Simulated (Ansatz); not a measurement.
The cluster K₃I₂⁺. The state is a singlet with charge 1. Geometry r2SCAN-D4/def2-SVP; atoms count from 1.

```xyz
5

K    -3.9156    1.8098    4.8551
K     0.0248    0.0160    0.0138
K     3.8849   -1.8285   -4.8731
I    -1.9933    0.9564    2.4543
I     1.9992   -0.9537   -2.4501
```

In the def2 sets I takes a core potential; there is no spin–orbit coupling. Another isomer (singlet) lies 0.35 eV lower at PBE0-D4/def2-TZVP; other spin states weren't run for this one.

(1) Estimate the Mulliken populations from the PBE0/def2-TZVP orbitals of Ansatz.

Answers

(1) 
```tsv
atom	charge (e)
K1	0.85
K2	0.77
K3	0.85
I4	-0.74
I5	-0.74
```
Mulliken values depend strongly on the basis.
